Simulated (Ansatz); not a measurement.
Two members of one family (Series (I2InX)2), computed with Ansatz in the gas phase; def2 core potentials for I, In, no spin–orbit coupling. The two geometries come from different levels. Binding counts from free atoms in the multiplicity of their measured ground term, without zero-point energy. Sets without diffuse functions give affinities that are too small. A dash marks a value that wasn't run or was left out as unsound. The structures are stationary points that may keep the symmetry of their start. Remarks come from the PBE and PBE0 runs and from stability tests at other levels; not every state was tested. A HOMO above zero means that the electron is unbound at that level and held by the basis, or that self-interaction error raises the level; the energy of removing that electron tells which.

First: (I2In-mu-Cl)2 (singlet, charge 0, PBE-D4/def2-SVP geometry).

```xyz
8

In   -0.476    0.995    1.497
I    -2.215   -0.170    3.160
I     0.663    3.403    1.716
Cl   -1.344    0.724   -0.909
In    0.476   -0.994   -1.497
I    -0.674   -3.397   -1.712
I     2.222    0.159   -3.162
Cl    1.349   -0.719    0.907
```

| level | HOMO (eV) | LUMO (eV) | gap (eV) | vertical EA (eV) | binding per atom (eV) |
| --- | --- | --- | --- | --- | --- |
| PBE-D4/def2-SVP | -6.76 | -4.02 | 2.75 | 2.17 | 2.36 |
| PBE-D4/def2-TZVP | -6.84 | -4.04 | 2.80 | – | 2.34 |
| r2SCAN-D4/def2-TZVP | -7.17 | -3.93 | 3.24 | – | 2.35 |
| PBE0-D4/def2-SVP | -7.95 | -3.35 | 4.60 | 2.06 | 2.33 |
| PBE0-D4/def2-TZVP | -7.99 | -3.33 | 4.66 | – | 2.32 |

Second: (I2In-mu-NH2)2 (singlet, charge 0, r2SCAN-D4/def2-SVP geometry).

| atom | x (Å) | y (Å) | z (Å) |
| --- | --- | --- | --- |
| In1 | -0.381 | 1.572 | 0.318 |
| I2 | -0.728 | 2.267 | 2.883 |
| I3 | -0.607 | 3.241 | -1.766 |
| N4 | -1.435 | -0.326 | -0.106 |
| In5 | 0.381 | -1.571 | -0.317 |
| I6 | 0.729 | -2.274 | -2.880 |
| I7 | 0.606 | -3.236 | 1.771 |
| N8 | 1.435 | 0.326 | 0.104 |
| H9 | -2.055 | -0.629 | 0.651 |
| H10 | -2.010 | -0.295 | -0.954 |
| H11 | 2.012 | 0.296 | 0.951 |
| H12 | 2.052 | 0.629 | -0.655 |

**Question.** What does the change do? Estimate second minus first.

**Answer.** 
| level | Δ HOMO (eV) | Δ LUMO (eV) | Δ gap (eV) | Δ vertical EA (eV) | Δ binding per atom (eV) |
| --- | --- | --- | --- | --- | --- |
| PBE-D4/def2-SVP | 0.35 | 0.91 | 0.56 | -0.90 | 0.53 |
| PBE-D4/def2-TZVP | 0.32 | 0.84 | 0.51 | – | 0.55 |
| r2SCAN-D4/def2-TZVP | 0.33 | 0.89 | 0.56 | – | 0.49 |
| PBE0-D4/def2-SVP | 0.37 | 0.98 | 0.61 | -0.96 | 0.51 |
| PBE0-D4/def2-TZVP | 0.34 | 0.89 | 0.55 | – | 0.52 |

Remarks: HOMO above zero (-1 doublet).
